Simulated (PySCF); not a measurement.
SMILES CB(C)C#C[SiH2]Cl, GFN2-xTB optimised geometry.

```
15

Si    -2.86    -0.05     0.00
Cl    -3.51     1.87     0.00
C     -1.02    -0.05     0.00
C      0.20    -0.04     0.00
B      1.71    -0.01    -0.01
C      2.49    -1.14     0.76
C      2.45     1.14    -0.78
H     -3.34    -0.70    -1.22
H     -3.36    -0.70     1.21
H      3.51    -0.85     1.03
H      1.98    -1.48     1.66
H      2.58    -2.01     0.11
H      3.47     0.88    -1.06
H      2.52     2.01    -0.12
H      1.92     1.47    -1.67
```

Density from B3LYP/def2-TZVP run with PySCF at that geometry.

Minimum of the electron density along straight lines between bonded atoms, close to the bond critical point (lines longer than 1.1 times the sum of covalent radii, or with two minima, are not listed):

| bond | length / Å | ρ at the minimum / e bohr⁻³ | ∇²ρ there / e bohr⁻⁵ | position (fraction from the first atom) |
|---|---|---|---|---|
| Si1–Cl2 | 2.028 | 0.104 | 0.25 | 0.37 |
| Si1–C3 | 1.845 | 0.118 | 0.28 | 0.39 |
| C3–C4 | 1.215 | 0.426 | -1.36 | 0.49 |
| C4–B5 | 1.510 | 0.190 | 0.01 | 0.67 |
| B5–C6 | 1.577 | 0.188 | -0.37 | 0.34 |
| B5–C7 | 1.577 | 0.189 | -0.37 | 0.34 |
| Si1–H8 | 1.461 | 0.129 | 0.17 | 0.49 |
| Si1–H9 | 1.461 | 0.130 | 0.16 | 0.49 |
| C6–H10 | 1.087 | 0.277 | -0.94 | 0.64 |
| C6–H11 | 1.088 | 0.276 | -0.93 | 0.64 |
| C6–H12 | 1.091 | 0.269 | -0.89 | 0.63 |
| C7–H13 | 1.087 | 0.277 | -0.94 | 0.64 |
| C7–H14 | 1.091 | 0.269 | -0.89 | 0.63 |
| C7–H15 | 1.088 | 0.276 | -0.93 | 0.64 |
